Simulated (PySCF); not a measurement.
Species: CH8BrNSi2.
Z-matrix (Å and degrees, PBE0-D3(BJ)/def2-SVP geometry), rows numbered from 1:
```
C 
Si  1  1.8756
N   2  1.7359  1  109.73
Si  2  2.3448  1  112.86  3   114.53
Br  4  2.2536  2  104.81  1  -169.25
H   1  1.1002  2  110.64  3   -55.59
H   1  1.1021  2  110.52  3    64.24
H   1  1.1008  2  111.03  3  -176.54
H   2  1.5052  1  108.43  3  -127.88
H   3  1.0154  2  119.48  1   -55.78
H   3  1.0160  2  117.42  1   166.36
H   4  1.4942  2  113.91  1   -52.54
H   4  1.4942  2  115.02  1    73.47
```

Computed, not measured: PBE0-D3(BJ)/def2-SVP geometry optimisation, gas phase in PySCF.

Take the most abundant isotopes and a rigid rotor. The values belong to one conformer with, in the numbering `[CH3:1][Si@@H:2]([NH2:3])[SiH2:4][Br:5]`, C1–Si2–N3–H -56° and 166°, C1–Si2–Si4–Br5 -169°.

(1) What are A, B and C (GHz)?

(2) What kind of rotor is it?

(3) What does the inertial defect say?

(4) Give the other two planar moments, Paa and Pbb, and the rms extents of the mass along the axes.

(5) Give the coordinates in the principal-axis frame, origin at the centre of mass.

(6) Where do the levels up to J = 4 lie, in MHz?

(7) Which types of transition are allowed, and where do some lines up to J = 4 fall?

(8) Estimate the classical rotational partition function at 10 K, 50 K and 100 K.

## Answers

(1) Ia = 121.79, Ib = 601.30, Ic = 685.60 u·Å²; 505379 MHz·u·Å²/I gives 4150, 840.5 and 737.1 MHz, that is A = 4.1496, B = 0.8405, C = 0.7371 GHz.

(2) A near-prolate asymmetric top: κ = (2 × 840.5 − 4150 − 737.1)/(4150 − 737.1) = -0.94.

(3) Not planar: Δ = Ic − Ia − Ib = -37.48 u·Å². For a rigid frame Δ = −2 Σ m c², so Σ m c² = 18.74 u·Å² lies off the ab plane: 8.87 from hydrogen and 9.87 from heavier atoms. The atom farthest from that plane is 1.90 Å away.

(4) Paa = Σ m a² = (Ib + Ic − Ia)/2 = 582.56 and Pbb = Σ m b² = (Ia + Ic − Ib)/2 = 103.05 u·Å². With the mass M = 168.94 u, the rms extents √(P/M) along a, b and c are 1.86, 0.78, 0.33 Å.

(5) The sense of each axis is arbitrary; atoms in the order of the calculation.
```
atom  mass (u)   a (Å)   b (Å)   c (Å)
  C1    12.000  -3.546  -0.566   0.063
 Si2    27.977  -1.890   0.182  -0.400
  N3    14.003  -1.642   1.653   0.486
 Si4    27.977  -0.074  -1.151   0.255
 Br5    78.918   1.738   0.153  -0.052
  H6     1.008  -3.613  -0.718   1.151
  H7     1.008  -4.369   0.100  -0.242
  H8     1.008  -3.698  -1.533  -0.441
  H9     1.008  -1.818   0.289  -1.900
 H10     1.008  -2.333   2.396   0.425
 H11     1.008  -0.705   2.045   0.491
 H12     1.008  -0.097  -1.538   1.698
 H13     1.008   0.130  -2.385  -0.562
```

(6) Above 0(0,0):
J = 1: 1(0,1) 1578, 1(1,1) 4887, 1(1,0) 4990
J = 2: 2(0,2) 4730, 2(1,2) 7939, 2(1,1) 8249, 2(2,1) 18176, 2(2,0) 18178
J = 3: 3(0,3) 9454, 3(1,3) 12515, 3(1,2) 13135, 3(2,2) 22909, 3(2,1) 22921, 3(3,1) 39714, 3(3,0) 39714
J = 4: 4(0,4) 15740, 4(1,4) 18614, 4(1,3) 19647, 4(2,3) 29217, 4(2,2) 29253, 4(3,2) 46029, 4(3,1) 46030, 4(4,1) 69551, 4(4,0) 69551

(7) The dipole components are |μa| = 2.31 D, |μb| = 0.48 D, |μc| = 0.07 D. The squared components, which scale the intensities, stand as 1.00 : 0.04 : 0.00 (a : b : c). Some lines, for components of 0.1 D or more:

| type | branch | J(Ka,Kc) | MHz | lower level (cm⁻¹) |
| --- | --- | --- | --- | --- |
| a | Q | 2(1,1) ← 2(1,2) | 310 | 0.265 |
| a | R | 2(1,2) ← 1(1,1) | 3052 | 0.163 |
| b | Q | 3(1,2) ← 3(0,3) | 3681 | 0.315 |
| a | R | 3(1,3) ← 2(1,2) | 4576 | 0.265 |
| a | R | 3(0,3) ← 2(0,2) | 4723 | 0.158 |
| b | R | 3(1,3) ← 2(0,2) | 7784 | 0.158 |
| b | Q | 2(2,0) ← 2(1,1) | 9930 | 0.275 |
| b | Q | 3(2,2) ← 3(1,3) | 10394 | 0.417 |
| b | Q | 3(3,0) ← 3(2,1) | 16794 | 0.765 |
| b | Q | 4(3,2) ← 4(2,3) | 16812 | 0.975 |
| b | R | 3(3,0) ← 2(2,1) | 21538 | 0.606 |
| b | R | 4(3,2) ← 3(2,1) | 23109 | 0.765 |
| b | Q | 4(4,0) ← 4(3,1) | 23521 | 1.535 |
| b | Q | 4(4,1) ← 4(3,2) | 23521 | 1.535 |

(8) Point group C1, symmetry number σ = 1; q = (√π/σ)·√((kT/h)³/(ABC)), k/h = 20836.6 MHz/K: 3320 at 10 K, 37200 at 50 K, 105000 at 100 K.

No frequency check. These are rigid-rotor constants of the computed structure; measured ground-state constants (B0) also hold zero-point vibration. A rigid rotor knows nothing of inversion at nitrogen or internal rotation, which can split or shift real lines. Quadrupole hyperfine structure (14N, 79Br) is left out.
